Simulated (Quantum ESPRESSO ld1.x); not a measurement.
S4+, 12 electrons, occupied as [Ne] 3s2. All-electron calculation, non-relativistic Kohn-Sham, LDA (Slater exchange, Perdew-Wang correlation), spin-polarised, spherical densities, point nucleus. Program: ld1.x of Quantum ESPRESSO 7.5.

Unscreened Slater integrals over Kohn-Sham orbitals (cm^-1). They are taken over the spin-up orbitals.

integral     value
F0(3s,3s)   134370
F0(3s,2p)   177410
G1(3s,2p)    15052
F0(3s,2s)   175490
G0(3s,2s)    11991
F0(3s,1s)   196270
G0(3s,1s)   6362.7
F0(2p,2p)   456940
F2(2p,2p)   211500
F0(2p,2s)   430860
G1(2p,2s)   254630
F0(2p,1s)   638750
G1(2p,1s)    92932
F0(2s,2s)   413640
F0(2s,1s)   583860
G0(2s,1s)    48556
F0(1s,1s)  2116100
